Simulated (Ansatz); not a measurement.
Input file for Ansatz (a program for electronic structure): R-PBE0/def2-TZVPP on C3H8O2 (SMILES COCOC), a point of a torsion scan.

Ansatz 0.2 input:
```yaml
crystal:
  periodic: [false, false, false]
  atoms:
    - {symbol: C, position_ang: [2.06363562, 0.40034181, -0.10565595]}
    - {symbol: O, position_ang: [1.38141958, -0.64977109, 0.55388741]}
    - {symbol: C, position_ang: [0.03584199, -0.41420467, 0.73568434]}
    - {symbol: O, position_ang: [-0.61717317, -0.23478588, -0.49638255]}
    - {symbol: C, position_ang: [-2.00648737, -0.09767819, -0.36349840]}
    - {symbol: H, position_ang: [1.97196355, 1.33580187, 0.45901137]}
    - {symbol: H, position_ang: [1.67225817, 0.54796847, -1.11428627]}
    - {symbol: H, position_ang: [3.10717223, 0.09814145, -0.15156904]}
    - {symbol: H, position_ang: [-0.36240022, -1.29560759, 1.26298531]}
    - {symbol: H, position_ang: [-0.13228290, 0.48840380, 1.36739287]}
    - {symbol: H, position_ang: [-2.26145745, 0.77011334, 0.25827983]}
    - {symbol: H, position_ang: [-2.45362466, -0.99394298, 0.08330789]}
    - {symbol: H, position_ang: [-2.39890046, 0.04499553, -1.36775247]}
basis:
  gaussian:
    orbitals: def2-TZVPP
hamiltonian:
  xc: {name: PBE0}
scf: {lower_state_search: off}
```

The log:

```
WARN ansatz: RAYON_NUM_THREADS=1 ignored (pool sized by the plan → 1); use --threads N
Functional definition: PBE0
these checks for a lower state are left out or cut short: stability, starts, cluster_reference, orbital_swaps, neighbouring_geometries, increment
integrals: 0.18 GiB planned
1314 factors; their error is unknown
mean field: 1.63 GiB planned
mean field evaluation 1: about -7322.7893 eV, gradient 5.6e1 eV
mean field evaluation 2: about -7320.3583 eV, gradient 6.7e1 eV
mean field evaluation 4: about -7329.3863 eV, gradient 2.9e0 eV
mean field evaluation 8: about -7329.4048 eV, gradient 5.4e-2 eV
mean field evaluation 16: about -7329.3986 eV, gradient 5.5e-5 eV
mean field -7329.39859486 eV, -269.3504303162 hartree, gradient 4.6e-6 eV, S^2 0.000000; 0 other end points of the search recorded, 0 dependent functions left out
reference -7329.39862882 eV, -269.3504315642 hartree; 21, 21 occupied and 246, 246 virtual orbitals, 1314 factors
Total energy: -7329.39862882 eV, -269.3504315642 hartree
Checks for a lower state left out: stability, starts, cluster_reference, orbital_swaps, neighbouring_geometries, increment
```

The calculation finished and met its thresholds.

Cost: about 4 core-seconds (a rough figure).
